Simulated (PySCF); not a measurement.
## Relaxation of doublet IrH4

Level of theory: UPBE0 in PySCF with Ir def2-TZVP with ECP60, H def2-TZVP; scalar-relativistic core potentials, no spin–orbit coupling; density-fitted integrals. A (50,194) grid was used.

A start displaced from a saddle point along its imaginary mode, with no symmetry imposed:

```xyz
5
charge 0 multiplicity 2, angstrom
Ir    0.0014   -0.0014    0.0000
H     1.0318    0.0950    1.2284
H    -1.1059    0.0951    1.1020
H    -0.0950    1.1059   -1.1020
H    -0.0951   -1.0318   -1.2284
```

Optimiser trace:
| step | E − E(last) (kJ/mol) | largest gradient (Eh/bohr) |
| --- | --- | --- |
| 0 | 10.10 | 0.00337 |
| 1 | 9.40 | 0.00250 |
| 2 | 5.62 | 0.01472 |
| 3 | 4.04 | 0.00522 |
| 4 | 1.92 | 0.00232 |
| 5 | 0.61 | 0.00298 |
| 6 | 0.36 | 0.00212 |
| 7 | 0.19 | 0.00136 |
| 8 | 0.02 | 0.00029 |
| 9 | 0.00 | 0.00012 |
| 10 | 0.00 | 0.00006 |

It ends at C2v with Ir–H 1.531 Å (×2), Ir–H 1.628 Å (×2); H–Ir–H 96.1°, H–Ir–H 102.1° (×4), H–Ir–H 143.6°. The frequency run here used a shortcut that can spoil soft modes, so no verdict on minimum or saddle point is given. Other isomers or separated fragments may lie lower.

Other spin states or occupations of the open shell can lie lower. Spin–orbit coupling, left out here, can matter for elements this heavy.

The relaxation took of the order of 40 core-seconds on a shared host.
